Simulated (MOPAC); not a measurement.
Input for MOPAC: PM3 on BrCl, a point of a bond scan (R = 4.980 Å).

```
PM3 1SCF PRECISE CHARGE=0 THREADS=1
BrCl

Br    -0.00000000 1    -0.00000000 1    -0.70788430 1
Cl     0.00000000 1     0.00000000 1     4.27228997 1
```

Output:

```
*******************************************************************************
 **                                                                           **
 **                              MOPAC v23.2.5                                **
 **                                                                           **
 *******************************************************************************
 ** MOPAC's Digital Object Identifier: https://doi.org/10.5281/zenodo.6511958 **
 **                                                                           **
 ** Please cite the open-source release paper for use of this MOPAC version:  **
 ** J. E. Moussa and J. J. P. Stewart (2026)                                  **
 ** MOPAC: An open-source semiempirical molecular orbital program             **
 ** J. Open Source Softw., 11(119), 8025, https://doi.org/10.21105/joss.08025 **
 *******************************************************************************

                              PM3 CALCULATION RESULTS

 *******************************************************************************
 *  PM3        - The PM3 Hamiltonian to be used
 *
 *
 *
 *                 CHARGE ON SYSTEM = 0
 *
 *
 *
 *  PRECISE    - TIGHTER CRITERIA TO BE USED
 *  1SCF       - DO 1 SCF AND THEN STOP
 *  THREADS=1  - MULTI-THREADING NOT USED
 *  T=         - A TIME OF 172800.0 SECONDS REQUESTED
 *  DUMP=N     - RESTART FILE WRITTEN EVERY 7200.0 SECONDS REQUESTED
 *******************************************************************************
PM3 1SCF PRECISE CHARGE=0 THREADS=1
 BrCl

   ATOM   CHEMICAL          X               Y               Z
  NUMBER   SYMBOL      (ANGSTROMS)     (ANGSTROMS)     (ANGSTROMS)

     1      Br         -0.00000000  *  -0.00000000  *  -0.70788430  *
     2      Cl          0.00000000  *   0.00000000  *   4.27228997  *



          CARTESIAN COORDINATES

    NO.       ATOM           X           Y           Z

     1        Br         -0.0000     -0.0000     -0.7079
     2        Cl          0.0000      0.0000      4.2723

 Cl: (PM3): J. J. P. STEWART, J. COMP. CHEM. 10, 209 (1989).
 Br: (PM3): J. J. P. STEWART, J. COMP. CHEM. 10, 209 (1989).

           Empirical Formula: Br Cl  =     2 atoms



      MOLECULAR POINT GROUP   :   C*v


      RHF CALCULATION, NO. OF DOUBLY OCCUPIED LEVELS = 7


 -------------------------------------------------------------------------------
 PM3 1SCF PRECISE CHARGE=0 THREADS=1
 BrCl



     1SCF WAS SPECIFIED, SO BFGS WAS NOT USED
     SCF FIELD WAS ACHIEVED


                              PM3 CALCULATION
                                                       MOPAC v23.2.5 Linux




          FINAL HEAT OF FORMATION =        113.91884 KCAL/MOL =     476.63643 KJ/MOL


          COSMO AREA              =        110.21 SQUARE ANGSTROMS
          COSMO VOLUME            =         83.73 CUBIC ANGSTROMS

          IONIZATION POTENTIAL    =          8.850327 EV
          HOMO LUMO ENERGIES (EV) =         -8.850 -6.050
          NO. OF FILLED LEVELS    =          7
          MOLECULAR WEIGHT        =        115.3570         POINT GROUP:  C*v

          MOLECULAR DIMENSIONS (Angstroms)

            Atom       Atom       Distance
           Cl     2   Br     1     4.98017
           Cl     2   Br     1     0.00000
           Br     1   Cl     2     0.00000


          SCF CALCULATIONS        =          1





   ATOM   CHEMICAL          X               Y               Z
  NUMBER   SYMBOL      (ANGSTROMS)     (ANGSTROMS)     (ANGSTROMS)

     1      Br         -0.00000000  *  -0.00000000  *  -0.70788430  *
     2      Cl          0.00000000  *   0.00000000  *   4.27228997  *

                             CARTESIAN COORDINATES

   1   Br       -0.000000000    -0.000000000    -0.707884300
   2   Cl        0.000000000     0.000000000     4.272289970


           Empirical Formula: Br Cl  =     2 atoms



      MOLECULAR POINT GROUP   :   C*v


                  EIGENVALUES
 -53.39857 -20.49861 -11.42397 -11.41754 -10.79952 -10.79214  -8.85033  -6.05034


              NET ATOMIC CHARGES AND DIPOLE CONTRIBUTIONS

  ATOM NO.   TYPE          CHARGE      No. of ELECS.   s-Pop       p-Pop
    1         Br          -0.100515        7.1005     2.00000     5.10051
    2         Cl           0.100515        6.8995     2.00000     4.89949
 DIPOLE           X         Y         Z       TOTAL
 POINT-CHG.     0.000     0.000     2.404     2.404
 HYBRID        -0.000     0.000     0.000     0.000
 SUM           -0.000     0.000     2.404     2.404


          ATOMIC ORBITAL ELECTRON POPULATIONS

     Atom    s        px        py        pz
    1 Br   2.00000   1.58025   1.52026   2.00000
    2 Cl   2.00000   1.99999   0.89949   2.00000

 **********************
 *                    *
 * JOB ENDED NORMALLY *
 *                    *
 **********************




 == MOPAC DONE ==
```

The run finished.

Cost: around 0.03 core-seconds (rough).
